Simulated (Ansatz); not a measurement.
Geometry optimisation, Ansatz 0.2.0, RKS PBE-D4/def2-SVP.

Input:

```yaml
crystal:
  periodic: [false, false, false]
  atoms:
    - { symbol: B, position_ang: [-0.6709, 1.7177, -0.5143] }
    - { symbol: C, position_ang: [0.0117, 0.4182, -0.2247] }
    - { symbol: C, position_ang: [1.21893, -0.33962, 0.01466] }
    - { symbol: S, position_ang: [2.92821, -0.54625, 0.17742] }
    - { symbol: C, position_ang: [-0.06468, -0.95889, 0.03824] }
    - { symbol: H, position_ang: [-1.8966, 1.798, -0.6209] }
    - { symbol: H, position_ang: [-0.0715, 2.7601, -0.6572] }
    - { symbol: H, position_ang: [3.09623, -0.76738, -1.20396] }
    - { symbol: H, position_ang: [-0.43793, -1.23157, 0.98959] }
    - { symbol: H, position_ang: [-0.2825, -1.58035, -0.90203] }
basis:
  gaussian: { orbitals: def2-SVP }
hamiltonian:
  xc: pbe
  dispersion: d4
relax:
  f_tol: 0.015
  max_steps: 40
```

Command:

```bash
$ ansatz run input.yaml --threads 2 --pin off --max-ram 3072MiB --backend cpu --events-out ev --progress --plain --runs-dir out
```

Q: Where does it end, and by what steps?

A: The run converged. After 13 steps the energy has fallen by 1.521 eV; H8 moved furthest, 1.29 Å.

```csv
step,energy less start (eV),largest force component (eV/Å),accepted
0,0.0000,4.752,yes
1,-0.7961,2.403,yes
2,-0.9279,0.688,yes
3,-0.9782,0.308,yes
4,-1.0427,0.678,yes
5,-1.1344,1.324,yes
6,-1.2651,1.168,yes
7,-1.4145,0.713,yes
8,-1.4232,1.718,yes
9,-1.5008,0.542,yes
10,-1.5160,0.213,yes
11,-1.5195,0.115,yes
12,-1.5208,0.066,yes
13,-1.5209,0.007,yes
```

```xyz
10
Properties=species:S:1:pos:R:3
B -0.498 1.703 -0.614
C 0.035 0.323 -0.303
C 1.092 -0.500 -0.201
S 2.757 -0.838 -0.299
C -0.213 -1.135 0.115
H -1.688 1.949 -0.550
H 0.285 2.582 -0.933
H 3.161 0.413 -0.680
H -0.450 -1.375 1.172
H -0.650 -1.852 -0.610
```

Whether the end is a true minimum wasn't checked by a vibrational analysis.

Time of the run: 27 s on 2 threads of Arm Neoverse V1, with other jobs on the host, peak memory 0.13 GiB.
